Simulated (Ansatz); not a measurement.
Gas-phase electronic energies from Ansatz, PBE0-D4/def2-TZVP geometries. CCSD(T)/CBS is the MP2 limit (def2-TZVPP, def2-QZVPP) plus CCSD(T) − MP2 in def2-TZVPP, frozen cores. This one scheme is used for every species. DFT in def2-TZVPP. One conformer a species, not always the lowest.

`[NH2][Al]([OH])[F]` + `BO` → `B[O][Al]([OH])[F]` + NH₃  (ligand exchange at the Al–N bond)

CCSD(T)/CBS gives -0.43 eV.

(1) Another level gave -0.43 eV. Which?
A. HF/def2-TZVPP
B. r2SCAN/def2-TZVPP
C. revPBE/def2-TZVPP
D. BHLYP-D4/def2-TZVPP

Largest T1 diagnostic among the species: 0.014.

Answers

(1) B. r2SCAN -0.43, revPBE -0.37, BHLYP-D4 -0.49, HF/def2-TZVPP -0.54 eV.

From BLYP to BHLYP (50 % exact exchange), in def2-TZVPP and without D4, ΔE moves by −0.06 eV. In def2-TZVPP, CCSD(T) changes the Hartree–Fock value by +0.11 eV (the triples alone add +0.02 eV) and MP2 by +0.11 eV.
